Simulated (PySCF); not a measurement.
**Electron correlation in Be (beryllium, neutral)**

[He] 2s2, closed-shell 1S. Calculation: PySCF 2.14, in aug-cc-pCVDZ (5s4p2d, 27 functions); the non-relativistic Hamiltonian (point nucleus). Frozen: 1s2; 2 electrons correlated.

With two correlated electrons CCSD is exact within the correlated space (frozen core and kept virtual orbitals).

| level | correlation energy (mhartree) |
| --- | --- |
| CCSD | -44.83 |

Diagnostics: T1 = 0.020, D1 = 0.0282, largest double amplitude 0.131.

Cost of the coupled-cluster step: roughly 0.05 core-seconds, for 2 correlated electrons.
